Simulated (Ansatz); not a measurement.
Relaxation of CH7B2FSi (12 atoms, charge 0, multiplicity 1), to a largest force component of 0.02 eV/Å in at most 40 steps.

These are results of RKS PBE0/STO-3G in Ansatz 0.2.0, not measurements.

```xyz
12
Properties=species:S:1:pos:R:3:forces:R:3
B -1.517 -0.023 1.758 -1.16 1.67 1.04
Si -0.202 -0.680 0.560 1.29 -1.69 1.01
C 0.275 0.646 -0.673 4.72 0.44 0.66
B 1.520 0.095 -1.616 -3.36 -0.86 0.57
F -0.783 1.009 -1.435 -2.42 0.95 -1.79
H -1.337 0.981 2.417 -0.12 -1.11 -0.51
H -2.602 -0.488 1.791 0.24 0.04 0.20
H -0.691 -1.824 -0.171 0.20 -0.11 -0.02
H 0.973 -1.068 1.399 -0.70 0.22 -0.84
H 0.691 1.528 -0.082 -0.73 -0.50 -0.44
H 1.224 -0.846 -2.288 0.58 0.54 0.06
H 2.525 0.615 -1.623 1.46 0.40 0.04
```

Problem. Where does it end, and by what steps?

Solution. The forces met the threshold. Limits of this set-up: minimal basis. After 28 steps the energy has fallen by 0.783 eV; H12 moved furthest, 1.13 Å.

| step | energy less start (eV) | largest force component (eV/Å) | accepted |
| --- | --- | --- | --- |
| 0 | 0.0000 | 4.720 | yes |
| 1 | -0.4077 | 1.664 | yes |
| 2 | -0.5560 | 0.859 | yes |
| 3 | -0.6199 | 0.519 | yes |
| 4 | -0.6889 | 0.651 | yes |
| 5 | -0.7128 | 0.742 | yes |
| 6 | -0.7298 | 0.307 | yes |
| 7 | -0.7323 | 0.160 | yes |
| 8 | -0.7393 | 0.072 | yes |
| 9 | -0.7411 | 0.044 | yes |
| 10 | -0.7436 | 0.062 | yes |
| 11 | -0.7454 | 0.196 | yes |
| 12 | -0.7437 | 0.270 | no |
| 13 | -0.7488 | 0.132 | yes |
| 14 | -0.7534 | 0.112 | yes |
| 15 | -0.7528 | 0.358 | no |
| 16 | -0.7581 | 0.065 | yes |
| 17 | -0.7619 | 0.117 | yes |
| 18 | -0.7580 | 0.299 | no |
| 19 | -0.7654 | 0.110 | yes |
| 20 | -0.7689 | 0.111 | yes |
| 21 | -0.7723 | 0.199 | yes |
| 22 | -0.7744 | 0.202 | yes |
| 23 | -0.7775 | 0.179 | yes |
| 24 | -0.7796 | 0.156 | yes |
| 25 | -0.7810 | 0.108 | yes |
| 26 | -0.7822 | 0.059 | yes |
| 27 | -0.7823 | 0.069 | yes |
| 28 | -0.7827 | 0.017 | yes |

```xyz
12
Properties=species:S:1:pos:R:3
B -1.574 -0.140 1.528
Si 0.165 -0.458 0.700
C 0.365 0.910 -0.733
B 1.052 -0.157 -1.585
F -0.847 1.472 -1.136
H -1.666 0.306 2.609
H -2.565 -0.379 0.948
H 0.206 -1.795 0.136
H 1.301 -0.310 1.576
H 1.017 1.674 -0.262
H 0.454 -0.754 -2.393
H 2.168 -0.424 -1.355
```

The run took 62 s on 1 thread of Arm Neoverse V2 (shared host), peak memory 0.13 GiB.
